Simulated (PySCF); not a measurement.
## Working with the constants of KTe⁺

UHF-CCSD(T) constants of KTe⁺, ³Σ⁻ (triplet), unpaired electrons π ↑↑ (PySCF, spin-free X2C with a Gaussian nucleus, basis sets K x2c-SVPall, Te x2c-SVPall; masses 38.9637 and 129.9062 u):

- ωe: 88.0 cm⁻¹
- ωexe: 0.482 cm⁻¹
- Be: 0.040666 cm⁻¹
- αe: 0.000286 cm⁻¹
- De to K⁺ + Te: 0.498 eV

What force constant and bond length do these constants imply?

Reduced mass μred = 29.974 u; k = 5.8918×10⁻⁷·μred·ωe² (u, cm⁻¹, mdyn/Å) = 0.137 mdyn/Å; Re = √(16.8576/(μred·Be)) (u, cm⁻¹, Å) = 3.719 Å.

Estimate the centrifugal constant D from the Kratzer relation and find the Dunham coefficient a1.

D = 4Be³/ωe² = 3.47e-08 cm⁻¹; a1 = −1 − αeωe/(6Be²) = -3.54.

Correlated steps freeze 23 core orbitals. Correlated levels converge slowly with the basis: in double zeta they bind strong bonds too weakly, by up to about 1 eV, and carry superposition errors of some tenths. Spin–orbit coupling is left out, which matters for elements this heavy, above all for dissociation energies. For an ion De counts to the pair picked by the measured ionisation energies or electron affinities, which need not be the lowest pair at this level. The state is the lowest determinant that a PBE0 search found; another state may lie lower at other levels.
